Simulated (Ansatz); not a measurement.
Consider the ligand exchange at the Si–N bond: `O[SiH2][NH][AlH2]` + `O[Si](F)(Cl)Cl` → `O[SiH2]O[Si](F)(Cl)Cl` + `[NH2][AlH2]`.

Gas-phase electronic energies from Ansatz, PBE0-D4/def2-TZVP geometries. CBS: MP2 limit from def2 TZ/QZ plus the TZ coupled-cluster correction, frozen cores. This one scheme is used for every species. DFT in def2-TZVPP. B3LYP here is the variant with VWN-RPA as its local correlation; programs differ in this. Each species was taken in one conformer, which may not be the lowest.

```csv
level,ΔE (kJ/mol)
PBE-D4,-53.4
B3LYP-D4,-64.2
CCSD(T)/def2-TZVPP,-58.6
HF/CBS(def2),-71.6
```

Q: What does CCSD(T)/CBS give? (Best estimate.)

A: The calculation gave: -59.3 kJ/mol. The listed levels differ from it by 5.9, -4.9, 0.7, -12.3 kJ/mol.

Largest T1 diagnostic among the species: 0.012.

In def2-TZVPP, CCSD(T) changes the Hartree–Fock value by +11.3 kJ/mol (the triples alone add +1.9 kJ/mol) and MP2 by +11.9 kJ/mol.
